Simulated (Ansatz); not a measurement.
Program: Ansatz. Geometries: PBE0-D4/def2-TZVP. ΔE: electronic, gas phase. CBS: MP2 limit from def2 TZ/QZ plus the TZ coupled-cluster correction, frozen cores. Functionals use def2-TZVPP. Elements past krypton have def2 core potentials. For Ge, In outer-core shells are correlated without core-valence functions, which leaves a few kJ/mol of doubt a bond. Scalar relativity is left out up to krypton. One conformer a species, not always the lowest.

Consider the redistribution: `[CH3][In]([OH])[Cl]` + `[OH][Ge]([OH])([F])[F]` → `[CH3][In]([OH])[F]` + `[OH][Ge]([OH])([F])[Cl]`.

CCSD(T)/CBS gives +50.0 kJ/mol.

Question: Another level gave +55.3 kJ/mol. Which?
A. PBE/def2-TZVPP
B. CCSD(T)/def2-TZVPP
C. PBE0-D4/def2-TZVPP
D. HF/def2-TZVPP

Answer: B. CCSD(T)/def2-TZVPP 55.3, PBE0-D4 49.4, HF/def2-TZVPP 68.1, PBE 42.5 kJ/mol.

Largest T1 diagnostic among the species: 0.016.

From PBE to PBE0 (25 % exact exchange), in def2-TZVPP and without D4, ΔE moves by +7.7 kJ/mol. In def2-TZVPP, CCSD(T) changes the Hartree–Fock value by −12.7 kJ/mol (the triples alone add −2.2 kJ/mol) and MP2 by −12.5 kJ/mol.
